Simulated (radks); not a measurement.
Q: Cs XVIII, 38 electrons, occupied as [Kr] 4d2. Calculated with a radial shooting solver on a logarithmic mesh with Libxc functionals: scalar-relativistic Kohn-Sham, BLYP, spin-polarised, spherical densities, finite nucleus; open shells are filled with parallel spins first (spin-orbit coupling, left out, can overturn this in heavy ions); Fermi nuclear charge, rms radius 4.8041 fm. Some entries of the table are withheld. Estimate them.

orbital  occ.  eigenvalue (eV)  <1/r> (bohr^-1)  <r> (bohr)
1s up       1        -36224.51            59.39     0.02611
1s down     1        -36224.50            59.39     0.02611
2s up       1        -6038.638            13.65      0.1121
2s down     1        -6037.516            13.65      0.1121
2p up       3        -5461.669            13.01     0.09815
2p down     3        -5460.796            13.01     0.09814
3s up       1        -1572.486            4.945      0.2975
3s down     1        -1571.917            4.946      0.2975
3p up       3        -1386.810            4.700      0.2951
3p down     3        -1386.166            4.700      0.2950
3d up       5        -1116.460            4.461      0.2707
3d down     5        -1115.485            4.461      0.2706
4s up       1        -587.5467            2.168      0.6525
4s down     1        -583.7787            2.169      0.6523
4p up       3        -523.4979            2.039      0.6782
4p down     3        -519.7310            2.039      0.6783
4d up       2              (1)            1.858      0.7104
4d down     0              (2)            1.858      0.7110
5s up       0        -300.1416            1.148       1.215
5s down     0        -298.5757            1.140       1.221
5p up       0        -274.4266              (3)         (4)
5p down     0        -273.1042              (5)         (6)

A: 
(1) 4d up eigenvalue (eV): -429.3454
(2) 4d down eigenvalue (eV): -425.6432
(3) 5p up <1/r> (bohr^-1): 1.084
(4) 5p up <r> (bohr): 1.276
(5) 5p down <1/r> (bohr^-1): 1.076
(6) 5p down <r> (bohr): 1.283
